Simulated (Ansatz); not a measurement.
**Match the barriers**

Saddle point of GaH3S, singlet (GaH₃S ([SH][GaH2]) → GaH + H₂S; bonds formed: S2–H3; bonds broken: Ga1–S2, Ga1–H3), PBE0-D4/def2-TZVP structure:

```xyz
5
angstrom
Ga -0.4651 -0.8195 0.8079
S 0.3029 0.7897 -1.0243
H 0.9519 -0.4824 0.0554
H -1.9984 -0.9129 0.4251
H 1.2088 1.4252 -0.2641
```

Ansatz 0.2.0; basis: def2-TZVPP, with def2-QZVPP for the basis limit; cores frozen in the correlated methods. Filled d shells of the heavier atoms are correlated. The def2 sets are not built for correlating such inner shells, so the correlated values are less sure here. Extrapolation: Hartree–Fock as exp(−7.88 √X), correlation as X^−2.97. Four methods, as single points on the PBE0-D4 structures, gave these electronic barriers from the start structure: 2.061, 2.427, 2.606, 3.319 eV.

(1) The methods were, in alphabetical order, CCSD(T), HF, PBE0-D4, SPW92. Which gave which? (A judgement: the text doesn't fix the answer.)

No T1 diagnostic of these runs exceeds 0.017. The restricted Hartree–Fock reference is unstable towards an unrestricted one at one or more of these structures.

## Answers

(1) Computed: SPW92 2.061; PBE0-D4 2.427; CCSD(T) 2.606; HF 3.319 eV. For comparison, CCSD(T) at an estimated basis limit (MP2 extrapolated from triple and quadruple zeta, plus CCSD(T) − MP2 in triple zeta) gives 2.517 eV.

Labels in which every atom is bracketed show which atoms are joined, not bond orders.

For scale, one of the runs: CCSD(T)/def2-TZVPP, 132 basis functions, launched by `ansatz run in.yaml --threads 2 --pin off --events-out ev --progress --plain --max-ram 4352MiB`. Hardware: 2 CPU threads of an Arm Neoverse V2, shared host. Wall time 12 s; peak host memory 0.62 GiB.
